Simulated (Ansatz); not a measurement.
Geometry optimisation, Ansatz, RKS PBE/cc-pVDZ.

Input:

```yaml
crystal:
  periodic: [false, false, false]
  atoms:
    - { symbol: S, position_ang: [2.3082, -2.2922, 0.1834] }
    - { symbol: C, position_ang: [1.5371, -0.7995, 0.6064] }
    - { symbol: "N", position_ang: [0.6354, -0.0651, -0.1702] }
    - { symbol: Si, position_ang: [-0.2085, 1.2212, 0.5551] }
    - { symbol: "N", position_ang: [-1.4632, 0.8223, -0.6231] }
    - { symbol: Si, position_ang: [-0.811, -0.7213, -0.806] }
    - { symbol: H, position_ang: [1.8515, -0.3023, 1.5596] }
    - { symbol: H, position_ang: [-0.6746, 0.8902, 1.9235] }
    - { symbol: H, position_ang: [0.2904, 2.5569, 0.3194] }
    - { symbol: H, position_ang: [-1.2126, 1.341, -1.421] }
    - { symbol: H, position_ang: [-0.7334, -1.0235, -2.2266] }
    - { symbol: H, position_ang: [-1.4422, -1.6829, 0.1335] }
basis:
  gaussian: { orbitals: cc-pVDZ }
hamiltonian:
  xc: pbe
relax:
  f_tol: 0.015
  max_steps: 40
```

Command:

```bash
$ ansatz run input.yaml --threads 2 --pin off --max-ram 3072MiB --backend cpu --events-out ev --progress --plain --runs-dir out
```

Problem. Where does it end, and by what steps?

Solution. The run converged. After 10 steps the energy has fallen by 1.829 eV; H10 moved furthest, 1.12 Å.

```json
{"step": "0", "energy less start (eV)": "0.0000", "largest force component (eV/Å)": "5.234", "accepted": "yes"}
{"step": "1", "energy less start (eV)": "-1.0532", "largest force component (eV/Å)": "2.449", "accepted": "yes"}
{"step": "2", "energy less start (eV)": "-1.4329", "largest force component (eV/Å)": "1.196", "accepted": "yes"}
{"step": "3", "energy less start (eV)": "-1.6510", "largest force component (eV/Å)": "0.426", "accepted": "yes"}
{"step": "4", "energy less start (eV)": "-1.6988", "largest force component (eV/Å)": "0.471", "accepted": "yes"}
{"step": "5", "energy less start (eV)": "-1.8063", "largest force component (eV/Å)": "0.373", "accepted": "yes"}
{"step": "6", "energy less start (eV)": "-1.8233", "largest force component (eV/Å)": "0.326", "accepted": "yes"}
{"step": "7", "energy less start (eV)": "-1.8259", "largest force component (eV/Å)": "0.166", "accepted": "yes"}
{"step": "8", "energy less start (eV)": "-1.8285", "largest force component (eV/Å)": "0.150", "accepted": "yes"}
{"step": "9", "energy less start (eV)": "-1.8288", "largest force component (eV/Å)": "0.102", "accepted": "yes"}
{"step": "10", "energy less start (eV)": "-1.8292", "largest force component (eV/Å)": "0.011", "accepted": "yes"}
```

```xyz
12
Properties=species:S:1:pos:R:3
S 1.930 -2.443 0.126
C 1.626 -0.913 0.716
N 0.562 -0.190 0.317
Si -0.255 1.414 0.562
N -1.412 0.806 -0.614
Si -0.656 -0.794 -0.902
H 2.292 -0.433 1.463
H -0.753 1.630 1.972
H 0.595 2.594 0.149
H -2.247 1.233 -1.010
H -0.121 -0.992 -2.294
H -1.484 -1.967 -0.451
```

Whether the end is a true minimum wasn't checked by a vibrational analysis.

Run time: 43 s on 2 threads of Arm Neoverse V1, with other jobs on the host, peak memory 0.2 GiB.
